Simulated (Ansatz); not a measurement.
Input for Ansatz (a quantum-chemistry and plane-wave program): U-CCSD(T)/cc-pVDZ on CH5BSe (SMILES CB[SeH]), a point of a bond scan (R = 2.734 Å). The run froze 16 orbitals, filled d shells among them.

Ansatz 0.2 input:
```yaml
crystal:
  periodic: [false, false, false]
  atoms:
    - {symbol: B, position_ang: [-0.15281115, -0.55344157, 1.06257556]}
    - {symbol: H, position_ang: [-2.40485040, -0.63603215, 2.61029133]}
    - {symbol: C, position_ang: [1.16908035, -1.26447540, 1.48164381]}
    - {symbol: H, position_ang: [0.97857175, -2.33313654, 1.63198235]}
    - {symbol: H, position_ang: [1.49361377, -0.88848570, 2.45849675]}
    - {symbol: H, position_ang: [2.00004339, -1.16077437, 0.78257232]}
    - {symbol: Se, position_ang: [-0.23400099, 0.42531987, -0.59759198]}
    - {symbol: H, position_ang: [-1.63466303, 0.86493165, -0.49316030]}
basis:
  gaussian:
    orbitals: cc-pVDZ
correlation: {method: ccsd_t, electrons: outside_noble_gas}
scf: {omitted_lower_state_checks: [cluster_reference]}
magnetization: {spin_polarized: true, initial_magnetization: 0}
```

Output:

```
WARN ansatz: RAYON_NUM_THREADS=1 ignored (pool sized by the plan → 1); use --threads N
Functional definition: HF
these checks for a lower state are left out or cut short: cluster_reference
integrals: 0.11 GiB planned
804 factors; integrals over basis functions are off by at most 1.3e-3 eV
mean field: 0.36 GiB planned
mean field evaluation 1: about -67076.9105 eV, gradient 1.6e1 eV
mean field evaluation 2: about -67076.9565 eV, gradient 1.6e1 eV
mean field evaluation 4: about -67079.0453 eV, gradient 2.1e0 eV
mean field evaluation 8: about -67079.0932 eV, gradient 1.8e-1 eV
mean field evaluation 16: about -67080.7111 eV, gradient 2.5e-1 eV
mean field evaluation 32: about -67080.7140 eV, gradient 8.1e-4 eV
mean field -67080.71402938 eV, -2465.1707716386 hartree, gradient 1.6e-6 eV, S^2 0.900671; 3 other end points of the search recorded, 0 dependent functions left out
16 core orbitals not correlated
reference -67080.71402938 eV, -2465.1707716386 hartree; 9, 9 occupied and 55, 55 virtual orbitals, 804 factors
second order -8.88114329 eV of doubles, -0.00000000 eV of singles
coupled cluster: 0.29 GiB planned
cycle   1  -9.67210509 eV  change   -7.9e-1 eV  update   8.2e-2
cycle   2  -9.98464259 eV  change   -3.1e-1 eV  update   3.2e-2
cycle   3  -10.05702531 eV  change   -7.2e-2 eV  update   2.1e-2
cycle   4  -10.06473463 eV  change   -7.7e-3 eV  update   1.4e-2
cycle   5  -10.07640518 eV  change   -1.2e-2 eV  update   1.1e-2
cycle   6  -10.09815074 eV  change   -2.2e-2 eV  update   9.9e-3
cycle   7  -10.14262319 eV  change   -4.4e-2 eV  update   7.8e-3
cycle   8  -10.16494320 eV  change   -2.2e-2 eV  update   4.0e-3
cycle   9  -10.17016101 eV  change   -5.2e-3 eV  update   1.6e-3
cycle  10  -10.17186885 eV  change   -1.7e-3 eV  update   6.7e-4
cycle  11  -10.17238957 eV  change   -5.2e-4 eV  update   3.0e-4
cycle  12  -10.17226354 eV  change    1.3e-4 eV  update   1.3e-4
cycle  13  -10.17221894 eV  change    4.5e-5 eV  update   5.7e-5
cycle  14  -10.17220861 eV  change    1.0e-5 eV  update   2.3e-5
cycle  15  -10.17219711 eV  change    1.2e-5 eV  update   9.9e-6
coupled cluster: 0.29 GiB planned
perturbative correction -0.37965846 eV, -0.0139521912 hartree
Total energy: -67091.26588495 eV, -2465.5585451785 hartree
Checks for a lower state left out: cluster_reference
```

The run converged. Its determinant has ⟨S²⟩ = 0.90, a mixture of spin states.

Cost: very roughly 8 core-seconds.
